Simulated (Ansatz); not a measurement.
Ansatz (a program for electronic structure) input (MP2/6-31G*):

Ansatz 0.2 input:
```yaml
crystal:
  periodic: [false, false, false]
  atoms:
    - {symbol: C, position_ang: [-0.76620700, 0.74042900, 0.67423100]}
    - {symbol: C, position_ang: [0.14821200, 0.33594800, -0.16934900]}
    - {symbol: O, position_ang: [0.52424200, -0.95057400, -0.42524200]}
    - {symbol: H, position_ang: [-1.20617500, 1.65582300, 1.02155800]}
    - {symbol: H, position_ang: [0.72267400, 1.03371600, -0.77663800]}
    - {symbol: H, position_ang: [-0.00245800, -1.54321000, 0.12772700]}
basis:
  gaussian:
    orbitals: 6-31G*
magnetization: {spin_polarized: true, initial_magnetization: 1}
correlation: {method: mp2, electrons: outside_noble_gas}
relax: {f_tol: 0.003, max_steps: 120}
```

Output:

```
Functional definition: HF
these checks for a lower state are left out or cut short: cluster_reference
integrals: 0.01 GiB planned
565 factors; integrals over basis functions are off by at most 3.7e-4 eV
mean field: 0.10 GiB planned
mean field evaluation 1: about -4140.4683 eV, gradient 1.9e1 eV
mean field evaluation 2: about -4140.4685 eV, gradient 1.9e1 eV
mean field evaluation 4: about -4142.5017 eV, gradient 3.0e0 eV
mean field evaluation 8: about -4142.6459 eV, gradient 6.0e-1 eV
mean field evaluation 16: about -4142.7027 eV, gradient 2.9e-6 eV
mean field -4142.70270971 eV, -152.2415165569 hartree, gradient 2.9e-6 eV, S^2 0.931293; 0 other end points of the search recorded, 0 dependent functions left out
3 core orbitals not correlated
reference -4142.70270971 eV, -152.2415165569 hartree; 9, 8 occupied and 39, 40 virtual orbitals, 565 factors
densities: 0.09 GiB planned
second order -10.72894564 eV of doubles, -0.00000000 eV of singles
the calculation of the forces begins
relax step   1: F+E_penalty+E_count = -4153.43165535 eV  Δ(F+E_penalty+E_count) = +0.000e0 eV  max|allowed force component| = 9.103e-1 eV/Å  Δτ_max = 0.0000 Å  (46 SCF iters, accepted)
these checks for a lower state are left out or cut short: starts, cluster_reference, orbital_swaps, neighbouring_geometries, increment
integrals: 0.01 GiB planned
565 factors; integrals over basis functions are off by at most 3.8e-4 eV
mean field: 0.11 GiB planned
mean field -4142.68054188 eV, -152.2407019044 hartree, gradient 6.0e-6 eV, S^2 0.906834; 0 other end points of the search recorded, 0 dependent functions left out
3 core orbitals not correlated
reference -4142.68054188 eV, -152.2407019044 hartree; 9, 8 occupied and 39, 40 virtual orbitals, 565 factors
densities: 0.09 GiB planned
second order -10.76380784 eV of doubles, -0.00000000 eV of singles
the calculation of the forces begins
relax step   2: F+E_penalty+E_count = -4153.44434972 eV  Δ(F+E_penalty+E_count) = -1.269e-2 eV  max|allowed force component| = 1.797e-1 eV/Å  Δτ_max = 0.0130 Å  (64 SCF iters, accepted)
these checks for a lower state are left out or cut short: starts, cluster_reference, orbital_swaps, neighbouring_geometries, increment
integrals: 0.01 GiB planned
565 factors; integrals over basis functions are off by at most 3.8e-4 eV
mean field: 0.11 GiB planned
mean field evaluation 32: about -4142.6144 eV, gradient 3.6e-1 eV
mean field -4142.67429308 eV, -152.2404722651 hartree, gradient 5.1e-6 eV, S^2 0.905438; 0 other end points of the search recorded, 0 dependent functions left out
3 core orbitals not correlated
reference -4142.67429308 eV, -152.2404722651 hartree; 9, 8 occupied and 39, 40 virtual orbitals, 565 factors
densities: 0.09 GiB planned
second order -10.77134294 eV of doubles, -0.00000000 eV of singles
the calculation of the forces begins
relax step   3: F+E_penalty+E_count = -4153.44563602 eV  Δ(F+E_penalty+E_count) = -1.286e-3 eV  max|allowed force component| = 7.052e-2 eV/Å  Δτ_max = 0.0051 Å  (55 SCF iters, accepted)
these checks for a lower state are left out or cut short: starts, cluster_reference, orbital_swaps, neighbouring_geometries, increment
integrals: 0.01 GiB planned
565 factors; integrals over basis functions are off by at most 3.8e-4 eV
mean field: 0.11 GiB planned
mean field -4142.67380062 eV, -152.2404541675 hartree, gradient 7.9e-6 eV, S^2 0.906509; 0 other end points of the search recorded, 0 dependent functions left out
3 core orbitals not correlated
reference -4142.67380062 eV, -152.2404541675 hartree; 9, 8 occupied and 39, 40 virtual orbitals, 565 factors
densities: 0.09 GiB planned
second order -10.77228810 eV of doubles, -0.00000000 eV of singles
the calculation of the forces begins
relax step   4: F+E_penalty+E_count = -4153.44608872 eV  Δ(F+E_penalty+E_count) = -4.527e-4 eV  max|allowed force component| = 3.500e-2 eV/Å  Δτ_max = 0.0063 Å  (56 SCF iters, accepted)
these checks for a lower state are left out or cut short: starts, cluster_reference, orbital_swaps, neighbouring_geometries, increment
integrals: 0.01 GiB planned
565 factors; integrals over basis functions are off by at most 3.8e-4 eV
mean field: 0.11 GiB planned
mean field -4142.67663207 eV, -152.2405582215 hartree, gradient 2.7e-6 eV, S^2 0.907312; 0 other end points of the search recorded, 0 dependent functions left out
3 core orbitals not correlated
reference -4142.67663207 eV, -152.2405582215 hartree; 9, 8 occupied and 39, 40 virtual orbitals, 565 factors
densities: 0.09 GiB planned
second order -10.76953064 eV of doubles, -0.00000000 eV of singles
the calculation of the forces begins
relax step   5: F+E_penalty+E_count = -4153.44616271 eV  Δ(F+E_penalty+E_count) = -7.399e-5 eV  max|allowed force component| = 1.717e-2 eV/Å  Δτ_max = 0.0046 Å  (44 SCF iters, accepted)
these checks for a lower state are left out or cut short: starts, cluster_reference, orbital_swaps, neighbouring_geometries, increment
integrals: 0.01 GiB planned
565 factors; integrals over basis functions are off by at most 3.8e-4 eV
mean field: 0.11 GiB planned
mean field evaluation 64: about -4142.6767 eV, gradient 1.9e-6 eV
mean field -4142.67670476 eV, -152.2405608930 hartree, gradient 1.9e-6 eV, S^2 0.907305; 0 other end points of the search recorded, 0 dependent functions left out
3 core orbitals not correlated
reference -4142.67670476 eV, -152.2405608930 hartree; 9, 8 occupied and 39, 40 virtual orbitals, 565 factors
densities: 0.09 GiB planned
second order -10.76946277 eV of doubles, -0.00000000 eV of singles
the calculation of the forces begins
relax step   6: F+E_penalty+E_count = -4153.44616754 eV  Δ(F+E_penalty+E_count) = -4.830e-6 eV  max|allowed force component| = 6.213e-3 eV/Å  Δτ_max = 0.0008 Å  (51 SCF iters, accepted)
these checks for a lower state are left out or cut short: starts, cluster_reference, orbital_swaps, neighbouring_geometries, increment
integrals: 0.01 GiB planned
565 factors; integrals over basis functions are off by at most 3.8e-4 eV
mean field: 0.11 GiB planned
mean field -4142.67668246 eV, -152.2405600734 hartree, gradient 2.3e-6 eV, S^2 0.907352; 0 other end points of the search recorded, 0 dependent functions left out
3 core orbitals not correlated
reference -4142.67668246 eV, -152.2405600734 hartree; 9, 8 occupied and 39, 40 virtual orbitals, 565 factors
densities: 0.09 GiB planned
second order -10.76948623 eV of doubles, -0.00000000 eV of singles
the calculation of the forces begins
relax step   7: F+E_penalty+E_count = -4153.44616869 eV  Δ(F+E_penalty+E_count) = -1.156e-6 eV  max|allowed force component| = 3.545e-4 eV/Å  Δτ_max = 0.0002 Å  (49 SCF iters, accepted)
these checks for a lower state are left out or cut short: cluster_reference
integrals: 0.01 GiB planned
565 factors; integrals over basis functions are off by at most 3.8e-4 eV
mean field: 0.11 GiB planned
mean field evaluation 96: about -4142.6767 eV, gradient 1.6e-6 eV
mean field -4142.67668246 eV, -152.2405600734 hartree, gradient 2.3e-6 eV, S^2 0.907352; 1 other end points of the search recorded, 0 dependent functions left out
3 core orbitals not correlated
reference -4142.67668246 eV, -152.2405600734 hartree; 9, 8 occupied and 39, 40 virtual orbitals, 565 factors
densities: 0.09 GiB planned
second order -10.76948623 eV of doubles, -0.00000000 eV of singles
the calculation of the forces begins
Total energy: -4153.44616869 eV, -152.6363313925 hartree
Atom 0 at    -0.768371     0.724987     0.677560 Å, force     0.000203    -0.000173    -0.000180 eV/Å
Atom 1 at     0.138194     0.335090    -0.159678 Å, force    -0.000226    -0.000013     0.000217 eV/Å
Atom 2 at     0.530755    -0.946944    -0.431779 Å, force    -0.000223    -0.000212     0.000231 eV/Å
Atom 3 at    -1.186655     1.660923     1.002435 Å, force    -0.000020     0.000065     0.000014 eV/Å
Atom 4 at     0.710160     1.037445    -0.764947 Å, force     0.000034    -0.000021    -0.000031 eV/Å
Atom 5 at    -0.003795    -1.539368     0.128696 Å, force     0.000232     0.000355    -0.000251 eV/Å
Dipole moment:    -0.114369     0.065296     0.104314 e Å
Checks for a lower state left out: cluster_reference
```

The geometry given is a B3LYP-D3(BJ)/def2-TZVP minimum.

The determinant is spin-contaminated: <S^2> is 0.91 against 0.75 for a pure state.
